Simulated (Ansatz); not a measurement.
## Ligand exchange: GeH2(GeH3)(OH) + CH8O4Si2 → GeH(GeH3)(OH)2 + CH8O3Si2

Species: GeH2(GeH3)(OH), singlet; CH8O4Si2 `CO[Si](O)(O)O[SiH3]`, singlet; GeH(GeH3)(OH)2, singlet; CH8O3Si2 `CO[SiH](O)O[SiH3]`, singlet. The partners trade H for OH: Ge–H and Si–OH bonds give way to Ge–OH and Si–H.

Shapes, held fixed at every level: PBE0-D4/def2-TZVP. Flexible molecules stand in one conformer, not always the lowest. Programs: Ansatz 0.2.0. Electronic energies: no zero-point or thermal term.

```json
{"level": "PBE-D4/def2-TZVPP", "kind": "GGA", "ΔE (kJ/mol)": "+74.7", "less CCSD(T)/def2-TZVPP": "-3.9"}
{"level": "r2SCAN-D4/def2-TZVPP", "kind": "meta-GGA", "ΔE (kJ/mol)": "+82.4", "less CCSD(T)/def2-TZVPP": "+3.8"}
{"level": "B3LYP-D4/def2-TZVPP", "kind": "global hybrid", "ΔE (kJ/mol)": "+79.4", "less CCSD(T)/def2-TZVPP": "+0.8"}
{"level": "wB97X-V/def2-TZVPP", "kind": "range-separated hybrid", "ΔE (kJ/mol)": "+77.4", "less CCSD(T)/def2-TZVPP": "-1.2"}
{"level": "B2PLYP/def2-TZVPP", "kind": "double hybrid", "ΔE (kJ/mol)": "+76.5", "less CCSD(T)/def2-TZVPP": "-2.1"}
{"level": "MP2/def2-TZVPP", "kind": "perturbation theory", "ΔE (kJ/mol)": "+76.2", "less CCSD(T)/def2-TZVPP": "-2.4"}
{"level": "CCSD/def2-TZVPP", "kind": "coupled cluster or CI", "ΔE (kJ/mol)": "+80.3", "less CCSD(T)/def2-TZVPP": "+1.7"}
{"level": "CCSD(T)/def2-TZVPP", "kind": "coupled cluster or CI", "ΔE (kJ/mol)": "+78.6", "less CCSD(T)/def2-TZVPP": "0.0"}
```

The highest level, CCSD(T)/def2-TZVPP, gives ΔE = +78.6 kJ/mol; the levels span +74.7 to +82.4. The column of differences is taken from that level and isn't an error. No measured value is set beside it here. Relativity is left out for Ge. Outer-core shells of Ge are correlated, in sets that cover them unevenly.
